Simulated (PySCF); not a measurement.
Te(Br)(NH2) (BrH2NTe), SMILES N[Te]Br.

The structure is a stationary point at B3LYP-D3(BJ)/def2-SVP. The def2 effective core potentials stand for the cores of Te; spin–orbit coupling is left out. One conformer was computed; it need not be the lowest.

Method: B3LYP-D3(BJ)/def2-SVP in PySCF.

Frequencies are harmonic and unscaled.

| mode | ν (cm⁻¹) | IR (km/mol) | moving atoms (share of kinetic energy) |
|---|---|---|---|
| 1 | 137 | 8.5 | N 58 %, H 18 %, Br 15 %, Te 9 % |
| 2 | 231 | 19.7 | Br 58 %, Te 41 % |
| 3 | 419 | 32.3 | H 95 % |
| 4 | 508 | 213.5 | N 61 %, H 35 % |
| 5 | 702 | 43.1 | H 54 %, N 39 % |
| 6 | 913 | 4.0 | H 93 % |
| 7 | 1539 | 15.4 | H 92 %, N 8 % |
| 8 | 3513 | 27.5 | H 96 % |
| 9 | 3625 | 39.0 | H 91 %, N 9 % |
